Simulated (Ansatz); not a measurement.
A made-up structure of AlH4SeO (charge +1), singlet:

| atom | x (Å) | y (Å) | z (Å) |
| --- | --- | --- | --- |
| Al1 | -0.9104 | 0.4895 | -0.6152 |
| O2 | 0.1811 | -0.9144 | 0.0845 |
| Se3 | 0.9810 | 0.2543 | 1.2962 |
| H4 | -2.2525 | 0.5046 | 0.1782 |
| H5 | -0.1674 | 1.0515 | -1.8626 |
| H6 | -0.0149 | -1.7828 | 0.4682 |
| H7 | 0.5239 | -1.4982 | -0.6102 |

It is relaxed with PBE-D4/def2-SVP and then PBE0-D4/def2-TZVP (Ansatz 0.2.0). Atoms count as bonded within 1.22 times the sum of their covalent radii (H–H: 0.88 Å). The end point is not checked to be a true minimum.

(1) Does its bonding change? (A judgement: the text doesn't fix the answer.)

Answers

(1) By the calculation: Yes. Formed: none; broken: Al1–O2.

Where it ends: The first stage lowers the energy by 2.71 eV in 17 steps. It ends as AlH₄SeO ([OH2][Se][AlH2]), total charge +1:
Al1  (-1.274, 1.055, -0.519)
O2  (0.714, -1.516, -0.069)
Se3  (-0.145, -0.238, 1.160)
H4  (-2.046, 2.169, 0.267)
H5  (-1.015, 0.541, -1.975)
H6  (0.423, -2.430, 0.094)
H7  (1.684, -1.476, -0.018)
(Å)

Labels in which every atom is bracketed show which atoms are joined, not bond orders.

For scale, one of the runs: PBE0-D4/def2-TZVP relaxation, 140 basis functions, launched by `ansatz run in.yaml --threads 2 --pin off --events-out ev --progress --plain --max-ram 4352MiB`. Hardware: 2 CPU threads of an Arm Neoverse V2, shared host. Wall time about 26 s.
